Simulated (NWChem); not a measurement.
System: CH4O2Te; SMILES O[Te]OC

The following NWChem deck was run.

```
start job
memory heap 200 mb stack 900 mb global 1100 mb
geometry units angstroms noautoz
  Te     0.280190    -0.453732     0.041341
  O     -1.665367    -0.858171    -0.035996
  H     -1.953251    -1.063899     0.863391
  O      0.177927     1.442600     0.618938
  C     -0.216219     2.401152    -0.334199
  H     -1.260670     2.255239    -0.661137
  H     -0.140968     3.387800     0.151074
  H      0.430406     2.403374    -1.230729
end
basis spherical
  * library def2-svp
end
ecp
  Te library def2-ecp
end
dft
  xc xpbe96 cpbe96
  iterations 150
  vectors input atomic output neutral.movecs
end
task dft energy
charge 1
dft
  odft
  mult 2
  vectors input atomic output cation.movecs
end
task dft energy
```

Excerpt of the output:

```
             Northwest Computational Chemistry Package (NWChem) 7.3.0
             --------------------------------------------------------

 C1  symmetry detected

                             Geometry "geometry" -> ""
                             -------------------------

 Output coordinates in angstroms (scale by  1.889725989 to convert to a.u.)

  No.       Tag          Charge          X              Y              Z
 ---- ---------------- ---------- -------------- -------------- --------------
    1 Te                  52.0000     0.31961490    -0.47164202    -0.03394039
    2 O                    8.0000    -1.60746356    -0.96064186     0.01068809
    3 H                    1.0000    -1.82676156    -1.18631920     0.92451319
    4 O                    8.0000     0.17317635     1.41347865     0.57023415
    5 C                    6.0000    -0.32361498     2.36166077    -0.34452931
    6 H                    1.0000    -1.37988695     2.17265707    -0.60457563
    7 H                    1.0000    -0.25966980     3.34658994     0.14583017
    8 H                    1.0000     0.26233104     2.39979821    -1.28106958

 Effective nuclear repulsion energy (a.u.)     375.9332084685

 Summary of "ao basis" -> "ao basis" (spherical)
 ------------------------------------------------------------------------------
       Tag                 Description            Shells   Functions and Types
 ---------------- ------------------------------  ------  ---------------------
 Te                         def2-svp                10       26   4s4p2d
 O                          def2-svp                 6       14   3s2p1d
 H                          def2-svp                 3        5   2s1p
 C                          def2-svp                 6       14   3s2p1d

            General Information
            -------------------
          SCF calculation type: DFT
          Wavefunction type:  closed shell.
          No. of atoms     :     8
          No. of electrons :    50
           Alpha electrons :    25
            Beta electrons :    25
          Charge           :     0
          Spin multiplicity:     1
          Use of symmetry is: off; symmetry adaption is: off
          Maximum number of iterations: 150
          AO basis - number of functions:    88
                     number of shells:    40
          Convergence on energy requested:  1.00D-06
          Convergence on density requested:  1.00D-05
          Convergence on gradient requested:  5.00D-04

              XC Information
              --------------
          PerdewBurkeErnzerhof Exchange Functional  1.000
            Perdew 1991 LDA Correlation Functional  1.000 local
           PerdewBurkeErnz. Correlation Functional  1.000 non-local

             Grid Information
             ----------------
          Grid used for XC integration:  medium
          Radial quadrature: Mura-Knowles
          Angular quadrature: Lebedev.
          Tag              B.-S. Rad. Rad. Pts. Rad. Cut. Ang. Pts.
          ---              ---------- --------- --------- ---------
          Te                  1.40      123          11.0       590
          O                   0.60       49          11.0       434
          H                   0.35       45          12.0       434
          C                   0.70       49          11.0       434
          Grid pruning is: on
          Number of quadrature shells:   450
          Spatial weights used:  Erf1

      Superposition of Atomic Density Guess
      -------------------------------------

 Sum of atomic energies:        -500.22795271

      Non-variational initial energy
      ------------------------------

 Total energy =    -457.046243
 1-e energy   =   -1137.383846
 2-e energy   =     473.385573
 HOMO         =      -0.210598
 LUMO         =      -0.048528

   convergence    iter        energy       DeltaE   RMS-Dens  Diis-err
 ---------------- ----- ----------------- --------- --------- ---------
 d= 0,ls=0.0,diis     1   -458.4802347611 -6.65D+02  2.38D-02  7.42D-01
 d= 0,ls=0.0,diis     2   -458.1199020712  3.60D-01  1.62D-02  3.87D+00
 d= 0,ls=0.0,diis     3   -458.5602734672 -4.40D-01  4.04D-03  1.18D-01
 d= 0,ls=0.0,diis     4   -458.5663523675 -6.08D-03  2.50D-03  7.19D-02
 d= 0,ls=0.0,diis     5   -458.5721999906 -5.85D-03  1.14D-03  1.68D-02
  Resetting Diis
 d= 0,ls=0.0,diis     6   -458.5739690697 -1.77D-03  2.61D-04  8.04D-04
 d= 0,ls=0.0,diis     7   -458.5740746293 -1.06D-04  1.34D-04  3.10D-05
 d= 0,ls=0.0,diis     8   -458.5740702190  4.41D-06  8.29D-05  6.17D-05
 d= 0,ls=0.0,diis     9   -458.5740780126 -7.79D-06  2.05D-05  6.10D-06
 d= 0,ls=0.0,diis    10   -458.5740786746 -6.62D-07  5.16D-06  3.78D-07

         Total DFT energy =     -458.574078674604
      One electron energy =    -1140.045121993591
           Coulomb energy =      519.156242825489
    Exchange-Corr. energy =      -44.637229887379
 Nuclear repulsion energy =      206.952030380878

 Numeric. integr. density =       49.999990345890

                       DFT Final Molecular Orbital Analysis
                       ------------------------------------

 Vector   23  Occ=2.000000D+00  E=-2.533807D-01
              MO Center= -6.2D-01,  4.2D-01,  1.8D-01, r^2= 3.9D+00
   Bfn.  Coefficient  Atom+Function         Bfn.  Coefficient  Atom+Function
  ----- ------------  ---------------      ----- ------------  ---------------
    31      0.403387  2 O  py                34      0.302651  2 O  py
    51      0.296465  4 O  pz                50      0.239930  4 O  py
    54      0.231383  4 O  pz                53      0.181470  4 O  py
    79     -0.176309  7 H  s                  4      0.163906  1 Te s
    12     -0.162542  1 Te py                30     -0.145431  2 O  px

 Vector   24  Occ=2.000000D+00  E=-2.354076D-01
              MO Center= -1.5D-01,  1.3D+00,  2.0D-01, r^2= 2.3D+00
   Bfn.  Coefficient  Atom+Function         Bfn.  Coefficient  Atom+Function
  ----- ------------  ---------------      ----- ------------  ---------------
    49      0.506571  4 O  px                52      0.382725  4 O  px
    74      0.208529  6 H  s                 84     -0.190921  8 H  s
    63     -0.173909  5 C  px                30      0.166313  2 O  px
    51     -0.165670  4 O  pz                75      0.143889  6 H  s
    85     -0.137920  8 H  s                 33      0.134899  2 O  px

 Vector   25  Occ=2.000000D+00  E=-1.787425D-01
              MO Center=  2.4D-01, -3.7D-01, -1.9D-02, r^2= 2.6D+00
   Bfn.  Coefficient  Atom+Function         Bfn.  Coefficient  Atom+Function
  ----- ------------  ---------------      ----- ------------  ---------------
    13      0.574576  1 Te pz                16      0.508753  1 Te pz
    10     -0.220834  1 Te pz                51     -0.176478  4 O  pz
     7     -0.171697  1 Te pz                15     -0.137986  1 Te py
    32     -0.137724  2 O  pz                54     -0.135816  4 O  pz
    12     -0.113644  1 Te py                29      0.109107  2 O  s

 Vector   26  Occ=0.000000D+00  E=-8.115900D-02
              MO Center=  2.5D-01, -4.5D-01, -3.0D-02, r^2= 3.3D+00
   Bfn.  Coefficient  Atom+Function         Bfn.  Coefficient  Atom+Function
  ----- ------------  ---------------      ----- ------------  ---------------
    15      0.534461  1 Te py                14      0.419455  1 Te px
    12      0.375118  1 Te py                11      0.312304  1 Te px
    29      0.306135  2 O  s                 48     -0.267209  4 O  s
    30      0.249959  2 O  px                33      0.222987  2 O  px
     9     -0.145366  1 Te py                50      0.138505  4 O  py

 Vector   27  Occ=0.000000D+00  E=-6.442486D-02
              MO Center= -6.6D-02, -2.3D-01,  9.2D-02, r^2= 3.3D+00
   Bfn.  Coefficient  Atom+Function         Bfn.  Coefficient  Atom+Function
  ----- ------------  ---------------      ----- ------------  ---------------
    14      0.481397  1 Te px                15     -0.401702  1 Te py
     3     -0.363185  1 Te s                 11      0.350539  1 Te px
    48      0.343465  4 O  s                 29      0.333731  2 O  s
    12     -0.283904  1 Te py                50     -0.247711  4 O  py
    53     -0.231352  4 O  py                30      0.200902  2 O  px

 Vector   28  Occ=0.000000D+00  E= 5.332845D-02
              MO Center= -1.1D+00,  2.9D-01,  3.3D-01, r^2= 7.9D+00
   Bfn.  Coefficient  Atom+Function         Bfn.  Coefficient  Atom+Function
  ----- ------------  ---------------      ----- ------------  ---------------
    62      1.449121  5 C  s                 42     -1.027323  3 H  s
    75     -0.743964  6 H  s                 85     -0.745777  8 H  s
    80     -0.674068  7 H  s                  3      0.533863  1 Te s
    29      0.480798  2 O  s                 35      0.305293  2 O  pz
    14     -0.266520  1 Te px                68     -0.224620  5 C  pz

     Multipole analysis of the density
     ---------------------------------

     L   x y z        total         alpha         beta         nuclear
     -   - - -        -----         -----         ----         -------
     0   0 0 0      0.000000    -25.000000    -25.000000     50.000000

     1   1 0 0      0.130764      8.521166      8.521166    -16.911568
     1   0 1 0     -0.100566    -12.528121    -12.528121     24.955677
     1   0 0 1      0.052835     -0.871515     -0.871515      1.795865

     2   2 0 0    -32.173624    -68.525880    -68.525880    104.878136
     2   1 1 0     -0.794499     -9.392748     -9.392748     17.990997
     2   1 0 1     -2.709404     -1.055862     -1.055862     -0.597681
     2   0 2 0    -29.881568   -167.167905   -167.167905    304.454242
     2   0 1 1     -2.254114      4.458784      4.458784    -11.171682
     2   0 0 2    -33.728037    -27.978494    -27.978494     22.228952

                                 NWChem DFT Module
                                 -----------------

            General Information
            -------------------
          SCF calculation type: DFT
          Wavefunction type:  spin polarized.
          No. of atoms     :     8
          No. of electrons :    49
           Alpha electrons :    25
            Beta electrons :    24
          Charge           :     1
          Spin multiplicity:     2
          Use of symmetry is: off; symmetry adaption is: off
          Maximum number of iterations: 150
          AO basis - number of functions:    88
                     number of shells:    40
          Convergence on energy requested:  1.00D-06
          Convergence on density requested:  1.00D-05
          Convergence on gradient requested:  5.00D-04

              XC Information
              --------------
          PerdewBurkeErnzerhof Exchange Functional  1.000
            Perdew 1991 LDA Correlation Functional  1.000 local
           PerdewBurkeErnz. Correlation Functional  1.000 non-local

             Grid Information
             ----------------
          Grid used for XC integration:  medium
          Radial quadrature: Mura-Knowles
          Angular quadrature: Lebedev.
          Tag              B.-S. Rad. Rad. Pts. Rad. Cut. Ang. Pts.
          ---              ---------- --------- --------- ---------
          Te                  1.40      123          11.0       590
          O                   0.60       49          11.0       434
          H                   0.35       45          12.0       434
          C                   0.70       49          11.0       434
          Grid pruning is: on
          Number of quadrature shells:   450
          Spatial weights used:  Erf1

      Superposition of Atomic Density Guess
      -------------------------------------

 Sum of atomic energies:        -500.22795271

 Renormalizing density from      50.00 to     49

      Non-variational initial energy
      ------------------------------

 Total energy =    -453.044635
 1-e energy   =   -1114.636169
 2-e energy   =     454.639504
 HOMO         =      -0.513849
 LUMO         =      -0.348398

   convergence    iter        energy       DeltaE   RMS-Dens  Diis-err
 ---------------- ----- ----------------- --------- --------- ---------
 d= 0,ls=0.0,diis     1   -458.0809714416 -6.65D+02  1.82D-02  4.45D-01
                                                     2.07D-02  4.39D-01
 d= 0,ls=0.0,diis     2   -455.9313267278  2.15D+00  1.58D-02  4.34D+00
                                                     1.86D-02  3.69D+00
 d= 0,ls=0.0,diis     3   -458.1722503323 -2.24D+00  6.33D-03  2.16D-01
                                                     8.28D-03  2.17D-01
 d= 0,ls=0.0,diis     4   -458.1225065363  4.97D-02  3.82D-03  3.31D-01
                                                     5.31D-03  3.31D-01
 d= 0,ls=0.0,diis     5   -458.2730265332 -1.51D-01  6.33D-04  2.71D-03
                                                     8.31D-04  2.82D-03
  Resetting Diis
 d= 0,ls=0.0,diis     6   -458.2741407818 -1.11D-03  2.36D-04  6.91D-04
                                                     2.46D-04  6.49D-04
 d= 0,ls=0.0,diis     7   -458.2744882174 -3.47D-04  1.50D-04  2.80D-05
                                                     2.38D-04  2.85D-05
 d= 0,ls=0.0,diis     8   -458.2743663529  1.22D-04  1.30D-04  2.53D-04
                                                     2.09D-04  2.56D-04
 d= 0,ls=0.0,diis     9   -458.2744903439 -1.24D-04  3.92D-05  3.61D-05
                                                     5.03D-05  3.56D-05
 d= 0,ls=0.0,diis    10   -458.2745049648 -1.46D-05  9.86D-06  1.73D-06
                                                     1.14D-05  2.10D-06
 d= 0,ls=0.0,diis    11   -458.2745057596 -7.95D-07  3.86D-06  1.81D-07
                                                     2.82D-06  1.03D-07

         Total DFT energy =     -458.274505759591
      One electron energy =    -1127.594398394032
           Coulomb energy =      506.690959405795
    Exchange-Corr. energy =      -44.323097152231
 Nuclear repulsion energy =      206.952030380878

 Numeric. integr. density =       48.999994301832

                    DFT Final Alpha Molecular Orbital Analysis
                    ------------------------------------------

 Vector   23  Occ=1.000000D+00  E=-4.778188D-01
              MO Center= -4.6D-01,  8.1D-01,  6.7D-02, r^2= 4.3D+00
   Bfn.  Coefficient  Atom+Function         Bfn.  Coefficient  Atom+Function
  ----- ------------  ---------------      ----- ------------  ---------------
    31      0.341384  2 O  py                34      0.245436  2 O  py
    51      0.245371  4 O  pz                79     -0.234315  7 H  s
    12     -0.231289  1 Te py                65     -0.193604  5 C  pz
    50      0.191811  4 O  py                54      0.184668  4 O  pz
    64     -0.175373  5 C  py                84      0.170256  8 H  s

 Vector   24  Occ=1.000000D+00  E=-4.614906D-01
              MO Center=  2.8D-02,  1.5D-02,  5.5D-02, r^2= 3.2D+00
   Bfn.  Coefficient  Atom+Function         Bfn.  Coefficient  Atom+Function
  ----- ------------  ---------------      ----- ------------  ---------------
    13      0.588228  1 Te pz                16      0.352178  1 Te pz
    51     -0.221623  4 O  pz                10     -0.209007  1 Te pz
    32     -0.190877  2 O  pz                49     -0.177824  4 O  px
     7     -0.163057  1 Te pz                54     -0.160327  4 O  pz
    52     -0.127970  4 O  px                35     -0.121992  2 O  pz

[...]
```

Level: PBE/def2-SVP with def2 effective core potentials on Te, vertical spin-unrestricted ions. Coordinates come from a PBE0/def2-SVP optimisation. No frequency run checked for a minimum. def2 effective core potentials on Te; no spin-orbit coupling.
